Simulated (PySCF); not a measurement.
Two-component Hartree-Fock for N (nitrogen, neutral)

Start: [He] 2s2 2p3; 2p3/2 filled at m_j = -1/2, +1/2, +3/2. Calculated with PySCF 2.14 in x2c-TZVPall-2c with one added diffuse shell each of s, p, d type (6s4p3d1f, 40 functions): generalised Hartree-Fock with the X2C-1e Hamiltonian and a Gaussian nucleus; one run each with spin-orbit coupling (SO) switched off, then screened by Boettger's factors. This is a chosen level, not necessarily the ground level.

```csv
spinor shell,electrons,"ε, spin-free (eV)","ε, screened SO (eV)",weight of nominal j (screened SO),"rms radius, screened SO (bohr)"
1s1/2,2,-425.43,-425.43,1.000,0.265
2s1/2,2,-25.724,-25.724,1.000,1.48
2p3/2,3,-15.530,-15.530,0.666,1.59
```

| quantity | spin-free | screened SO |
| --- | --- | --- |
| E (hartree) | -54.43206 | -54.43206 |
| M_J | 3/2 | 3/2 |
| ⟨J²⟩ | 3.758 | 3.758 |
| ⟨L²⟩ | 0.000 | 0.000 |
| ⟨S²⟩ | 3.758 | 3.758 |

Each row is a mean over spinors that exchange with the open shell spreads, by up to 11.896 eV (2s1/2).

Rows whose weight is well below 1 are mixtures of j = l ± 1/2: exchange outweighs spin-orbit coupling there, and the label is only the starting occupation.

Without spin-orbit coupling the j labels of p, d and f shells carry no meaning; the spin-free column gives the mean over the occupied spinors of each nl shell.
